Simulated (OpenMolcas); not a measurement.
**Co4+: effect of correlating more closed shells**

| Item | Value |
| --- | --- |
| Program | OpenMolcas |
| Basis | ANO-RCC-VQZP [7s6p4d3f2g1h] |
| Scalar Hamiltonian | DKH2, point nucleus |
| Active space | 5 electrons in 5 orbitals (3d) |
| State averaging | 2S+1 = 6 even, 1 root; 2S+1 = 4 even, 24 roots; 2S+1 = 2 even, 75 roots |
| Spin-orbit coupling | RASSI with atomic mean-field integrals over the reference wave functions, term energies averaged over their components |

Methods on the same reference wave functions:
A. CASSCF
B. MS-CASPT2, IPEA 0.25 Eh, imaginary shift 0.1 Eh (closed shells correlated: none)
C. MS-CASPT2, IPEA 0.25 Eh, imaginary shift 0.1 Eh (closed shells correlated: 3s 3p)

Energies in cm⁻¹ above 3d⁵ ⁶S_5/2, the measured ground level; measured values from Sugar and Corliss, J. Phys. Chem. Ref. Data 10, 1097 (1981).

```json
{"Level": "3d⁵ ⁶S_5/2", "A": "0.0", "B": "0.0", "C": "0.0", "Measured": "0.0"}
{"Level": "3d⁵ ⁴G_5/2", "A": "42464", "B": "40200", "C": "38420", "Measured": ""}
{"Level": "3d⁵ ⁴G_7/2", "A": "42505", "B": "40240", "C": "38470", "Measured": ""}
{"Level": "3d⁵ ⁴G_11/2", "A": "42516", "B": "40260", "C": "38480", "Measured": "37218"}
{"Level": "3d⁵ ⁴G_9/2", "A": "42529", "B": "40270", "C": "38490", "Measured": ""}
{"Level": "3d⁵ ⁴P_5/2", "A": "48837", "B": "44020", "C": "42360", "Measured": "40753"}
{"Level": "3d⁵ ⁴P_3/2", "A": "48953", "B": "44130", "C": "42490", "Measured": "40891"}
{"Level": "3d⁵ ⁴P_1/2", "A": "49093", "B": "44240", "C": "42630", "Measured": "41024"}
{"Level": "3d⁵ ⁴D_7/2", "A": "52754", "B": "48750", "C": "46110", "Measured": "44709"}
{"Level": "3d⁵ ⁴D_1/2", "A": "52887", "B": "48880", "C": "46250", "Measured": "44908"}
{"Level": "3d⁵ ⁴D_3/2", "A": "52996", "B": "48960", "C": "46370", "Measured": ""}
{"Level": "3d⁵ ⁴D_5/2", "A": "53022", "B": "48970", "C": "46390", "Measured": ""}
{"Level": "3d⁵ ²I_11/2", "A": "60520", "B": "58340", "C": "56140", "Measured": ""}
{"Level": "3d⁵ ²I_13/2", "A": "60619", "B": "58460", "C": "56260", "Measured": ""}
{"Level": "3d⁵ ²D_5/2(1) [67 %]", "A": "67810", "B": "62080", "C": "59350", "Measured": "57083"}
{"Level": "3d⁵ ²D_3/2(1)", "A": "68661", "B": "62900", "C": "60090", "Measured": "57823"}
{"Level": "3d⁵ ²F_7/2(1)", "A": "70111", "B": "64410", "C": "61980", "Measured": "59455"}
{"Level": "3d⁵ ⁴F_9/2", "A": "71053", "B": "65230", "C": "63040", "Measured": "60830"}
{"Level": "3d⁵ ⁴F_7/2", "A": "71148", "B": "65320", "C": "63120", "Measured": "60974"}
{"Level": "3d⁵ ⁴F_3/2", "A": "71438", "B": "65600", "C": "63380", "Measured": ""}
{"Level": "3d⁵ ²H_9/2", "A": "74244", "B": "69480", "C": "67210", "Measured": "64742"}
{"Level": "3d⁵ ²H_11/2", "A": "74631", "B": "69900", "C": "67830", "Measured": "65284"}
{"Level": "3d⁵ ²G_7/2(1)", "A": "76722", "B": "71980", "C": "68560", "Measured": "66229"}
{"Level": "3d⁵ ²G_9/2(1) [73 %]", "A": "77052", "B": "72300", "C": "69100", "Measured": "66760"}
```

Deviations, from unrounded energies. A percentage is the sum of absolute deviations over the sum of measured energies, with the sign that they share, or ± where signs differ.

```tsv
Against measurement	Levels	A	B	C
mean absolute deviation (cm-1)	15	9200	4300	2000
other terms of the ground configuration (%)	15	+17.0	+8.1	+3.7
```

C lies closest to measurement on these levels and A furthest from it. The largest miss of C in the table is 3d⁵ ²H_11/2, by +2500 cm-1. The ranking rests on the paired levels alone, and a cruder setting can come out closer through cancelling errors.

Between B and C the level of the table that moves most is 3d⁵ ²G_7/2(1), by 3400 cm-1 (lowest in C, highest in B). Moves below CASPT2's spread within the term are not significant.

From A to B the spin-free energies of the other terms of 3d⁵ shown, above ⁶S, scale by factors of 0.90 to 0.96, as is usual when dynamic correlation screens the repulsion within a d or f shell.

The lowest spin-free term lies below A's lowest term by 0.074 hartree in B, 0.431 hartree in C.

What an inner shell adds also hangs on whether the basis holds functions to correlate it.

Term energies are means over components that CASPT2 splits; among the terms shown or strongly mixed into the levels shown the widest spread is 370 cm-1 (3d⁵ ⁴F, C). Without dynamic correlation excited terms often stand tens of per cent too high (terms of higher spin than the ground term too low), and those without a measured partner can miss by more than the paired ones (holds for A). Some levels mix across a computed gap that differs much from the measured one, so their mixing is not that of the real levels (holds for A; B). Blocks of more than 70 roots (2S+1 = 2 even) ran without multistate coupling (holds for B; C). Measured partners are found by configuration, term and J. A level has none where our copy of the source lacks it or the pairing is in doubt (some pairs that miss far off the trend of their configuration count as doubtful), and it then counts in no deviation. Only configurations of the active space appear. The table leaves out levels that lie high or whose names do not pair safely across all columns.

A share in square brackets marks a mixed level and gives the weight of the term that names it, the lowest over the columns. A number in round brackets counts repeated terms of one configuration in the order of the reference energies.
